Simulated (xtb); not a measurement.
H4P2, charge +1, doublet, at a GFN2-xTB geometry (a state made from the parent by changing its charge; the spin is typed, not shown lowest), atoms displaced at random by about 0.06 Å a coordinate; GFN2-xTB in xtb.

The xtb input:
```
$ xtb mol.xyz --gfn 2 --chrg 1 --uhf 1 --ohess --json

# file mol.xyz
6

P     -0.89090905    -0.42254046    -0.03224739
P      1.03909377     0.41418572     0.08144037
H     -1.58691154     0.25858340     0.97373002
H     -1.57624455     0.26537875    -1.09736008
H      1.58639730    -0.21548927     1.03831033
H      1.63724234    -0.32585504    -0.99864000
```

Task: Write the output that xtb gives for this input, abridged.

Result: 
```
   ID    Z sym.   atoms
    1   15 P      1, 2
    2    1 H      3-6

           -------------------------------------------------
          |                Calculation Setup                |
           -------------------------------------------------

           -------------------------------------------------
          |                 G F N 2 - x T B                 |
           -------------------------------------------------

          ...................................................
          :                      SETUP                      :
          :.................................................:
          :  # basis functions                  24          :
          :  # atomic orbitals                  22          :
          :  # shells                           10          :
          :  # electrons                        13          :
          :  max. iterations                   250          :
          :  Hamiltonian                  GFN2-xTB          :
          :  restarted?                      false          :
          :  GBSA solvation                  false          :
          :  PC potential                    false          :
          :  electronic temp.          300.0000000     K    :
          :  accuracy                    1.0000000          :
          :  -> integral cutoff          0.2500000E+02      :
          :  -> integral neglect         0.1000000E-07      :
          :  -> SCF convergence          0.1000000E-05 Eh   :
          :  -> wf. convergence          0.1000000E-03 e    :
          :  Broyden damping             0.4000000          :
          :  net charge                          1          :
          :  unpaired electrons                  1          :
          ...................................................

 iter      E             dE          RMSdq      gap      omega  full diag
   1     -6.6185664 -0.661857E+01  0.536E+00    4.17       0.0  T
   2     -6.6263973 -0.783088E-02  0.295E+00    4.45       1.0  T
   3     -6.6276731 -0.127585E-02  0.140E+00    4.64       1.0  T
   4     -6.6276976 -0.245026E-04  0.269E-01    4.67       1.0  T
   5     -6.6277094 -0.117253E-04  0.102E-01    4.69       1.0  T
   6     -6.6277106 -0.122888E-05  0.589E-02    4.69       1.0  T
   7     -6.6277111 -0.496777E-06  0.176E-02    4.69       2.3  T
   8     -6.6277112 -0.843586E-07  0.789E-03    4.69       5.2  T
   9     -6.6277112  0.186061E-08  0.255E-03    4.69      16.0  T
  10     -6.6277112 -0.393096E-08  0.573E-04    4.69      71.3  T
  11     -6.6277112 -0.146079E-10  0.161E-04    4.69     253.2  T

   *** convergence criteria satisfied after 11 iterations ***

         :::::::::::::::::::::::::::::::::::::::::::::::::::::
         ::                     SUMMARY                     ::
         :::::::::::::::::::::::::::::::::::::::::::::::::::::
         :: total energy              -6.570604835940 Eh    ::
         :: gradient norm              0.111243459043 Eh/a0 ::
         :: HOMO-LUMO gap              4.693787030128 eV    ::
         ::.................................................::
         :: SCC energy                -6.627710970297 Eh    ::
         :: -> isotropic ES            0.111313241753 Eh    ::
         :: -> anisotropic ES         -0.011663356042 Eh    ::
         :: -> anisotropic XC          0.004143941484 Eh    ::
         :: -> dispersion             -0.002325797365 Eh    ::
         :: repulsion energy           0.057106134357 Eh    ::
         :: add. restraining           0.000000000000 Eh    ::
         :: total charge               1.000000000000 e     ::
         :::::::::::::::::::::::::::::::::::::::::::::::::::::

      -----------------------------------------------------------
     |                   =====================                   |
     |                        A N C O P T                        |
     |                   =====================                   |
[...]
 * total energy  :    -6.5706048 Eh     change       -0.1067590E-10 Eh
 * total energy  :    -6.5797424 Eh     change       -0.9137536E-02 Eh
 * total energy  :    -6.5810129 Eh     change       -0.1270540E-02 Eh
 * total energy  :    -6.5812427 Eh     change       -0.2298167E-03 Eh
 * total energy  :    -6.5812828 Eh     change       -0.4006957E-04 Eh
 * total energy  :    -6.5812922 Eh     change       -0.9357648E-05 Eh
 * total energy  :    -6.5812993 Eh     change       -0.7141319E-05 Eh
 * total energy  :    -6.5813011 Eh     change       -0.1826551E-05 Eh
   *** GEOMETRY OPTIMIZATION CONVERGED AFTER 8 ITERATIONS ***
         :: total energy              -6.581301123893 Eh    ::
[...]
   1:  5.45   2: 13.11   3:  8.09   4: 13.14   5:  3.62   6:  0.86   7: 17.04   8:110.04
   9: 17.80  10:  0.00  11:  0.00  12:  0.00  13:  4.42  14:143.07  15:  0.18  16: 36.52
  17:  0.03  18: 26.52
 Raman intensities (Ä⁴*amu⁻¹)
   1:  0.00   2:  0.00   3:  0.00   4:  0.00   5:  0.00   6:  0.00   7:  0.00   8:  0.00
   9:  0.00  10:  0.00  11:  0.00  12:  0.00  13:  0.00  14:  0.00  15:  0.00  16:  0.00
Molecule has the following symmetry elements: (i) (C2) (sigma)
It seems to be the C2h point group
  17:  0.00  18:  0.00
 output can be read by thermo (or use thermo option).
 writing <g98.out> molden fake output.
 recommended (thermochemical) frequency scaling factor: 1.0
           -------------------------------------------------
          |             Thermodynamic Functions             |
           -------------------------------------------------

c2h symmetry found (for desy threshold:  0.10E+00) used in thermo

          ...................................................
          :                      SETUP                      :
          :.................................................:
          :  # frequencies                          12      :
          :  # imaginary freq.                       0      :
          :  linear?                             false      :
          :  only rotor calc.                    false      :
          :  symmetry                              c2h      :
          :  rotational number                       2      :
          :  scaling factor                  1.0000000      :
          :  rotor cutoff                   50.0000000 cm⁻¹ :
          :  imag. cutoff                  -20.0000000 cm⁻¹ :
          :.................................................:

    mode    ω/cm⁻¹     T·S(HO)/kcal·mol⁻¹    T·S(FR)/kcal·mol⁻¹   T·S(vib)
   ------------------------------------------------------------------------
       1    236.62    -0.54506 ( 99.80%)    -0.59569 (  0.20%)    -0.54516
   ------------------------------------------------------------------------

   temp. (K)  partition function   enthalpy   heat capacity  entropy
                                   cal/mol     cal/K/mol   cal/K/mol   J/K/mol
 298.15  VIB   2.38                 1017.382      8.286      5.139
         ROT  0.833E+04              888.752      2.981     20.920
         INT  0.199E+05             1906.135     11.267     26.060
         TR   0.519E+27             1481.254      4.968     38.461
         TOT                        3387.3885    16.2355    64.5209   269.9554

       T/K    H(0)-H(T)+PV         H(T)/Eh          T*S/Eh         G(T)/Eh
   ------------------------------------------------------------------------
    298.15    0.539815E-02    0.374934E-01    0.306560E-01    0.683746E-02
   ------------------------------------------------------------------------

         :::::::::::::::::::::::::::::::::::::::::::::::::::::
         ::                  THERMODYNAMIC                  ::
         :::::::::::::::::::::::::::::::::::::::::::::::::::::
         :: total free energy          -6.574463660989 Eh   ::
         ::.................................................::
         :: total energy               -6.581301123893 Eh   ::
         :: zero point energy           0.032095275748 Eh   ::
         :: G(RRHO) w/o ZPVE           -0.025257812844 Eh   ::
         :: G(RRHO) contrib.            0.006837462904 Eh   ::
         :::::::::::::::::::::::::::::::::::::::::::::::::::::

optimized geometry written to: xtbopt.xyz

           -------------------------------------------------
          | TOTAL ENERGY               -6.581301123893 Eh   |
          | TOTAL ENTHALPY             -6.543807701015 Eh   |
          | TOTAL FREE ENERGY          -6.574463660989 Eh   |
          | GRADIENT NORM               0.000366684902 Eh/α |
          | HOMO-LUMO GAP               4.786130146565 eV   |
           -------------------------------------------------

normal termination of xtb
```
